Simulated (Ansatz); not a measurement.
`C[O][Ga]([CH3])[Cl]` → Cl• + `C[O][Ga][CH3]`•  (homolysis of the Cl–Ga bond)

Calculated with Ansatz (gas phase, PBE0-D4/def2-TZVP geometries, no zero-point term in ΔE). CCSD(T)/CBS is the MP2 limit (def2-TZVPP, def2-QZVPP) plus CCSD(T) − MP2 in def2-TZVPP, frozen cores. This one scheme is used for every species, atoms too. DFT in def2-TZVPP. Open shells (•) are unrestricted, without spin–orbit coupling. Spin–orbit coupling would lower the free atoms: a little for Cl. For Ga outer-core shells are correlated without core-valence functions, so the limit isn't a true one: a few kJ/mol of doubt a bond, and 10 to 20 or more in all where bonds break to atoms. Scalar relativity is left out up to krypton. One conformer a species, not always the lowest.

`C[O][Ga]([CH3])[Cl]`:

Cartesian coordinates in Å:
```
C -0.186 1.927 0.016
O -1.085 0.974 -0.490
Ga -0.768 -0.772 -0.429
C 0.829 -1.599 0.323
Cl -2.376 -1.886 -1.294
H 0.120 2.612 -0.783
H -0.671 2.517 0.801
H 0.726 1.487 0.445
H 0.889 -1.390 1.393
H 0.798 -2.677 0.171
H 1.724 -1.193 -0.153
```

`C[O][Ga][CH3]`•:

Cartesian coordinates in Å:
```
C 0.835 1.971 0.492
O 0.572 0.649 0.116
Ga -1.011 -0.204 0.051
C -0.821 -2.105 -0.537
H -0.070 2.534 0.754
H 1.333 2.502 -0.327
H 1.504 1.991 1.360
H -1.012 -2.765 0.311
H 0.203 -2.238 -0.891
H -1.532 -2.333 -1.331
```

```
        level  ΔE (kcal/mol)
 CAM-B3LYP-D4          103.4
      ωB97X-V          107.9
      ωB97M-V          106.8
     PBE-QIDH          107.8
          PBE          102.6
  HF/def2-SVP           82.2
HF/def2-TZVPP           81.9
MP2/CBS(def2)          114.1
```

Q: What does CCSD(T)/CBS give? (Best estimate.)

A: The calculation gave: +109.0 kcal/mol. The listed levels differ from it by -5.6, -1.1, -2.2, -1.2, -6.4, -26.8, -27.1, 5.1 kcal/mol.

Largest T1 diagnostic among the species: 0.016.

At CCSD(T), def2-SVP lies −8.2 kcal/mol from the extrapolated value and def2-TZVPP −3.7 kcal/mol: correlation converges slowly with the basis, and small sets miss more of it in the bonded molecule than in its fragments. Leaving LDA and LC-ωPBE aside and taking each functional with its dispersion term where it has one, the values, not all of them listed here, spread over 9.2 kcal/mol, from BLYP-D4 to ωB97X-V. LDA lies +14.9 kcal/mol from PBE without D4, its usual overbinding.

CCSD(T)/CBS has its own doubt, a few kJ/mol and more with outer-core shells, so smaller differences from it don't rank the levels.
